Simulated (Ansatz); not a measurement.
`Cl[Si](Cl)(Cl)Br` + HI → `Cl[Si](Cl)(Cl)I` + HBr at 700 K and 1 bar (ligand exchange at the Si–Br bond).

Calculated with Ansatz (gas phase, PBE0-D4/def2-TZVP geometries, no zero-point term in ΔE). CCSD(T)/CBS adds triple-zeta CCSD(T) − MP2 to the extrapolated MP2 energy (def2 sets, frozen cores). def2 core potentials past Kr. For Br, I outer-core shells are correlated without core-valence functions, which leaves a few kJ/mol of doubt a bond. Scalar relativity is left out up to krypton.

```csv
species,CCSD(T)/CBS energy (Eh),H − E (kJ/mol),S (J/(mol·K))
`Cl[Si](Cl)(Cl)Br`,-4241.93609,78.4,440.1
HI,-298.03592,34.6,231.7
`Cl[Si](Cl)(Cl)I`,-1966.04944,78.2,449.5
HBr,-2573.91920,36.5,223.7
```

H − E and S are ideal-gas, rigid-rotor, harmonic terms from PBE0-D4/def2-TZVP. 1 Eh = 2625.50 kJ/mol, R = 8.31446 J/(mol·K).

By hand: ΔE, ΔH, ΔS and ΔG.

ΔE = (-1966.04944) + (-2573.91920) − (-4241.93609) − (-298.03592) = 0.00337 Eh = 8.8 kJ/mol. Δ(H − E) = 78.2 + 36.5 − 78.4 − 34.6 = 1.7, so ΔH = 10.5 kJ/mol. ΔS = 449.5 + 223.7 − 440.1 − 231.7 = 1.4 J/(mol·K). ΔG = 10.5 − 700 × (1.4)/1000 = 9.5 kJ/mol.

By hand: the equilibrium constant, and the temperature at which ΔG would vanish if ΔH and ΔS stayed fixed.

log₁₀ K = −ΔG/(RT ln 10) = -0.7. ΔG = 0 at ΔH/ΔS = 7500 K, far beyond where these terms or the molecules hold.

The number of gas molecules stays the same, so ΔS is small and ΔH decides. A doubt of 5 kJ/mol in ΔE shifts log₁₀ K by 0.4 here. These are equilibria of isolated gas molecules and say nothing of rates. Largest T1 diagnostic: 0.009 (customary marks: 0.02 for closed shells, 0.045 for open ones).
